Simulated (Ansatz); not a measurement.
The same carbene extrusion along the group N, As, Sb.

Computed with Ansatz on PBE0-D4/def2-TZVP structures; ΔE is electronic, products minus reactants. CBS: MP2 limit from def2 TZ/QZ plus the TZ coupled-cluster correction, frozen cores. This one scheme is used for every species. Functionals use def2-TZVPP. Triplets are unrestricted, without spin–orbit coupling. def2 core potentials past Kr. For As, Sb outer-core shells are correlated without core-valence functions, which leaves a few kJ/mol of doubt a bond. Scalar relativity is left out up to krypton. Each species was taken in one conformer, which may not be the lowest.

| reaction | CCSD/CBS(def2) (kcal/mol) | PBE0-D4 (kcal/mol) |
| --- | --- | --- |
| `CCN[SiH3]` → `[CH2]` (triplet) + `CN[SiH3]` | 103.5 | 105.4 |
| `CC[AsH][SiH3]` → `[CH2]` (triplet) + `C[AsH][SiH3]` | 100.9 | 102.6 |
| `C[CH2][SbH][SiH3]` → `[CH2]` (triplet) + `[CH3][SbH][SiH3]` | 100.0 | 101.8 |

Problem. Give the CCSD(T)/CBS values in the same order. (Best estimate.)

Solution. The calculation gave: 106.2, 103.6, 102.8 kcal/mol.

Largest T1 diagnostic: 0.013, for `[CH3][SbH][SiH3]`.
